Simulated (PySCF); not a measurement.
# What a mistake does to a calculation on BC2ClH5

All numbers below are calculated, not measured. The program is PySCF 2.14.0, an open-source quantum chemistry code, run on an isolated molecule that a program drew, which may never have been made. The molecule is BC2ClH5 (charge 0, doublet), drawn as the SMILES string `C[CH]BCl`.

Each row is a Hartree-Fock (HF) and frozen-core CCSD(T) single point in the cc-pV(D+d)Z basis, meant for a local HF minimum. Run 1 is clean. Each other run has one planted mistake out of seven kinds, and not every kind appears here: one electron removed, one electron added, multiplicity raised by two, geometry at a saddle point, minimal basis STO-3G, one bond length entered in bohr, all coordinates scaled. The reference is restricted for singlets and unrestricted otherwise, and also for a bond in bohr. Adding or removing an electron swaps singlet and doublet. Electrons count all cores. HOMO and LUMO are orbital energies over both spins, the gradient is its largest component, and the lowest frequency (negative if imaginary) is given only where the gradient is small. Bond lengths are over the 8 bonds as drawn. T1 is the CCSD diagnostic: over 0.02 (restricted) or 0.045 (unrestricted) a single reference is doubtful.

Geometry of the clean run:
```xyz
9
BC2ClH5, angstrom
C    -0.4195   -0.1460   -1.1911
C     0.4281   -0.7637   -2.2633
B     1.3723   -1.9458   -2.0560
Cl    2.3229   -2.5828   -3.4177
H    -0.2895   -0.6394   -0.2275
H    -1.4793   -0.1940   -1.4613
H    -0.1758    0.9144   -1.0696
H     0.3418   -0.3138   -3.2492
H     1.5154   -2.4859   -1.0001
```

```
run  electrons  basis functions  <S^2>  HOMO (eV)  LUMO (eV)  gradient (hartree/bohr)  lowest frequency (cm^-1)  mean bond (Å)  longest bond (Å)      T1  HF (hartree)  CCSD(T) (hartree)                     mistake
  1         39               90  0.758     -10.15       1.06                  2.4e-05                       129         1.2959             1.779  0.0141    -562.85672         -563.40318                    no fault
  2         38               90  0.000     -17.30      -7.35                  7.4e-02                         -         1.2959             1.779  0.0270    -562.53541         -563.07297        one electron removed
  3         39               90  3.777      -4.52      -2.87                  5.4e-02                         -         1.2959             1.779  0.0498    -562.60924         -563.16027  multiplicity raised by two
  4         40               90  0.000      -1.42       9.76                  7.1e-02                         -         1.2959             1.779  0.0111    -562.85509         -563.44730                           ?
```

**Which mistake was planted in run 4, and what did it cost?**

It counts 40 electrons, one more than the clean run, at the same geometry and basis. So the mistake is: one electron added. Subtracting run 1 and multiplying by 627.51 kcal/mol a hartree, the energy moved by 1.0 kcal/mol in HF and -27.7 kcal/mol in CCSD(T).

Cautions from the logs. Run 2: T1 is over the limit, so its CCSD(T) energy is less reliable; run 3: T1 is over the limit, so its CCSD(T) energy is less reliable.
